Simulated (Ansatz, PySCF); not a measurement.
Al(Me)2(F) anion (C2H6AlF), SMILES [CH3][Al]([CH3])[F] (connectivity only; charge and spin as stated), charge -1, multiplicity 2. Atoms are numbered in the order given.

```xyz
10

Al     0.4424    -0.0824     0.0000
C     -0.1749     0.8831     1.6574
H      0.2226     1.9127     1.7235
H     -1.2819     0.9656     1.6479
H      0.0991     0.3705     2.5962
C     -0.1749     0.8831    -1.6574
H      0.0991     0.3705    -2.5962
H     -1.2819     0.9656    -1.6479
H      0.2226     1.9127    -1.7235
F     -0.3012    -1.6690     0.0000
```
Charge -1, spin multiplicity 2.

The structure is a stationary point at r2SCAN-D4/def2-SVPD. The multiplicity is an assumed one; no other spin state was optimised. The isomer is the one that the SMILES or the coordinates give; other isomers of the formula were not compared.

Two levels are set side by side: PBE-D3(BJ)/def2-SVPD (Ansatz, an electronic-structure program) and r2SCAN-D4/def2-SVPD (Ansatz). Each level has its own optimised geometry; the coordinates shown are those of the second. Frequencies come from the Hessian of PySCF at each geometry. Differences are taken from unrounded values.

| quantity | r2SCAN-D4 |
|---|---|
| mean bond length (Å) | 1.380 |
| bond Al1–C2 (Å) | 2.015 |
| bond Al1–C6 (Å) | 2.015 |
| bond Al1–F10 (Å) | 1.752 |
| bond C2–H3 (Å) | 1.106 |
| bond C2–H4 (Å) | 1.110 |
| bond C2–H5 (Å) | 1.104 |
| bond C6–H7 (Å) | 1.104 |
| bond C6–H8 (Å) | 1.110 |
| bond C6–H9 (Å) | 1.106 |
| highest harmonic wavenumber (cm⁻¹) | 3073 |
| mean harmonic wavenumber (cm⁻¹) | 1290 |
| zero-point energy (kcal/mol) | 44.26 |

### Question
What does PBE-D3(BJ) give, and how far is it from r2SCAN-D4? (The exact figures need the calculation; the answer reports its results.)

### Answer

| quantity | PBE-D3(BJ) | PBE-D3(BJ) minus r2SCAN-D4 |
|---|---|---|
| mean bond length (Å) | 1.389 | 0.009 |
| bond Al1–C2 (Å) | 2.024 | 0.009 |
| bond Al1–C6 (Å) | 2.024 | 0.009 |
| bond Al1–F10 (Å) | 1.771 | 0.019 |
| bond C2–H3 (Å) | 1.112 | 0.007 |
| bond C2–H4 (Å) | 1.117 | 0.007 |
| bond C2–H5 (Å) | 1.111 | 0.006 |
| bond C6–H7 (Å) | 1.111 | 0.006 |
| bond C6–H8 (Å) | 1.117 | 0.007 |
| bond C6–H9 (Å) | 1.112 | 0.007 |
| highest harmonic wavenumber (cm⁻¹) | 3018 | -55 |
| mean harmonic wavenumber (cm⁻¹) | 1260 | -30 |
| zero-point energy (kcal/mol) | 43.22 | -1.04 |
